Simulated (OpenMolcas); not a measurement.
An atom or ion with 16 electrons was computed by SS-RASPT2, IPEA 0.25 Eh, imaginary shift 0.1 Eh with spin-orbit coupling (OpenMolcas, ANO-RCC-VTZP, DKH2). The lowest levels that the run gave, each within 12 % of the measured value where one is at hand:

```csv
J,Parity,E (cm⁻¹),g
2,even,0.0,1.501
1,even,357,1.501
0,even,521,
2,even,9640,1.000
0,even,22630,
2,odd,74990,1.501
1,odd,75320,1.501
0,odd,75490,
```

Question: Which ion is it, and what are the configurations and terms?

Answer: S I (Z = 16, neutral; active space 6 electrons in 9 orbitals (RAS2 3s 3p; RAS3 3d, at most 2 electrons)). J, parity and g give the terms where levels are pure, and mixed ones are named by the computed weights; the size of the splittings, set against known spectra of the 16-electron sequence, gives the charge. In order, with the measured energies in cm⁻¹ (NIST Handbook of Basic Atomic Spectroscopic Data): 3s² 3p⁴ ³P₂, 3s² 3p⁴ ³P₁ (396), 3s² 3p⁴ ³P₀ (574), 3s² 3p⁴ ¹D₂ (9239), 3s² 3p⁴ ¹S₀ (22180), 3s 3p⁵ ³P°₂ (72023), 3s 3p⁵ ³P°₁ (72382), 3s 3p⁵ ³P°₀ (72572).

CASPT2 does not keep the components of a term degenerate, so their means are used; among the terms shown or strongly mixed into the levels shown the widest spread is 28 cm-1 (3s² 3p⁴ ¹D). Active for correlation alone: 3d; no level in the range computed is led by a configuration that fills it, so any true level of that kind is missing. Some terms mix strongly with configurations of 3d, whose occupation reaches 0.30 (3s 3p⁵ ³P°). Measured partners are found by configuration, term and J. A level has none where our copy of the source lacks it or the pairing is in doubt (some pairs that miss far off the trend of their configuration count as doubtful), and it then counts in no deviation. Only configurations of the active space appear.

° marks odd parity.
